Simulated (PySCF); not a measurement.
Compound: C2H6GeOS.
Numbering: `[CH3:1][C:2](=[O:3])[GeH2:4][SH:5]` (hydrogens: H6, H7, H8 on C1; H9, H10 on Ge4; H11 on S5)

Computed by this run: PBE0-D3(BJ)/def2-SVP geometry optimisation, gas phase in PySCF 2.14.0; density fitting, grid level 1; the optimiser is geomeTRIC in internal coordinates, started from a GFN2-xTB structure with every atom displaced at random (about 0.01 Å).

Step 0: E = -71543.5823 eV
```
atom  x, y, z in Å  |  force x, y, z in eV/Å
C1     -1.7184   -0.3647    0.0342   -0.577   1.778  -0.534
C2     -0.3155   -0.4724    0.4350    1.027   0.643  -0.610
O3      0.0665   -1.2021    1.2966    0.536  -0.718   0.919
Ge4     1.0724    0.6839   -0.5604   -1.106   0.004   0.403
S5      2.9904    0.2678    0.3405    0.934   0.071   0.147
H6     -2.0587    0.6937    0.1995    0.190  -0.577  -0.125
H7     -1.8098   -0.5373   -1.0377   -0.093  -0.102  -0.423
H8     -2.3577   -1.0180    0.5844   -0.608  -0.833   0.623
H9      1.0422    0.3798   -2.0252    0.039  -0.335  -0.856
H10     0.6866    2.1551   -0.4717   -0.062   0.376   0.181
H11     2.4400   -0.6117    1.1891   -0.279  -0.306   0.274
```

Task: Estimate the geometry and energy of step 1. (The exact step hangs on the optimiser's Hessian estimate; all steps are aligned on step 0, rigid shifts and turns removed.)

Result: E = -71543.7205 eV, largest force 0.349 eV/Å
```
atom  x, y, z in Å  |  force x, y, z in eV/Å
C1     -1.6989   -0.3471    0.0330    0.009  -0.179   0.136
C2     -0.2462   -0.4469    0.4140   -0.269  -0.048   0.068
O3      0.1605   -1.1751    1.2855   -0.011   0.062  -0.097
Ge4     1.0494    0.7232   -0.5945    0.211  -0.027  -0.172
S5      2.9688    0.2085    0.3991   -0.089   0.050  -0.051
H6     -2.0388    0.6865    0.1953   -0.037   0.080  -0.008
H7     -1.8150   -0.5572   -1.0420   -0.015  -0.003  -0.017
H8     -2.3202   -1.0395    0.6265    0.127   0.066  -0.070
H9      1.0197    0.3489   -2.1118    0.041   0.103   0.331
H10     0.6718    2.2193   -0.4354    0.049  -0.160  -0.028
H11     2.2870   -0.6465    1.2146   -0.016   0.057  -0.092
```

The energy changes by -0.1382 eV. The first-order estimate −F·Δx gives -0.3475 eV and the mean of the old and new forces, exact on a quadratic surface, -0.1366 eV. The step makes an angle of 69° with the force vector and moves no atom by more than 0.159 Å.

What follows is the cost of the whole optimisation. The run took 38 s on Arm Neoverse V1, one thread, shared host, and the process peaked at 0.51 GiB of memory.
